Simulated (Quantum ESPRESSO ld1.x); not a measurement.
S7+, 9 electrons, occupied as [He] 2s2 2p4.75 3d0.25 (fractional occupations, a model configuration). Method: Dirac Kohn-Sham, LDA (Slater exchange, VWN5 correlation), spin-unpolarised, spherical densities, point nucleus; open shells fill j = l - 1/2 first; computed with ld1.x of Quantum ESPRESSO 7.5.

Radial electron density D(r) = 4 pi r^2 rho(r):

| r (bohr) | D(r) (e/bohr) |
|---|---|
| 0.009847 | 2.431 |
| 0.01242 | 3.551 |
| 0.01554 | 5.016 |
| 0.01959 | 6.988 |
| 0.02451 | 9.325 |
| 0.03091 | 12.07 |
| 0.03898 | 14.83 |
| 0.04877 | 17.03 |
| 0.06151 | 18.20 |
| 0.07695 | 17.81 |
| 0.09704 | 15.85 |
| 0.1224 | 13.17 |
| 0.1531 | 11.30 |
| 0.1931 | 11.32 |
| 0.2416 | 13.11 |
| 0.3047 | 15.03 |
| 0.3842 | 14.76 |
| 0.4807 | 11.67 |
| 0.6062 | 6.965 |
| 0.7584 | 3.141 |
| 0.9564 | 1.039 |
| 1.206 | 0.3410 |
| 1.509 | 0.1590 |
| 1.903 | 0.06977 |
| 2.381 | 0.02060 |
| 3.002 | 0.003062 |
| 3.786 | 0.0001982 |

D(r) has 2 maxima, at r = 0.0651, 0.335 bohr, and minima at 0.171 bohr, inside which lie 2.21 electrons.
